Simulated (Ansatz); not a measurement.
Ideal-gas functions of H4NPSSi, SMILES `SP1N[SiH2]1` at 298.15 K and 1 bar, from an Ansatz frequency run at PBE0-D4/def2-TZVP.

Molar mass 109.17 g/mol, point group C1 (symmetry number 1), electronic degeneracy 1, moments of inertia 71.89, 216.676, 247.463 u Å². Harmonic wavenumbers (cm⁻¹, unscaled): 135, 237, 269, 352, 435, 496, 517, 614, 650, 739, 812, 912, 987, 1005, 2241, 2258, 2697, 3648.

Use S(trans) = R[1.5 ln M + 2.5 ln T − 1.1517]; rotational temperatures θ = 24.2544 K / I; S(rot) = R[ln(√π/σ · √(T³/θAθBθC)) + 1.5]; for each mode x = 1.438777 ν̃/T, S = R[x/(eˣ − 1) − ln(1 − e⁻ˣ)] and H = RT x/(eˣ − 1); 1 cm⁻¹ = 0.0119627 kJ/mol; R = 8.31446 J/(mol·K).

By hand: the entropy, in J/(mol·K).

Translation 167.4. Rotation: θ = 0.3374, 0.1119, 0.098 K, giving 111.6. Vibration, mode by mode: 12.02, 7.64, 6.71, 4.84, 3.52, 2.80, 2.58, 1.78, 1.55, 1.10, 0.83, 0.56, 0.41, 0.38, 0.00, 0.00, 0.00, 0.00, in all 46.7. Electronic 0.0. Sum 325.7 J/(mol·K).

By hand: H − E and G − E in kJ/mol, counted from the electronic energy.

Zero-point energy ½ × 19004 × 0.0119627 = 113.7; thermal vibration 8.7; translation, rotation and pV give 4 RT = 9.9. H − E = 132.3 kJ/mol, and G − E = 132.3 − 298.15 × 325.7/1000 = 35.2 kJ/mol.

Vibration gives 14 % of the entropy, 12.0 J/(mol·K) of it from the mode under 150 cm⁻¹: soft modes count most, and the harmonic formula is weakest for them. The sum counts one conformer and one mirror image; others add a mixing term.
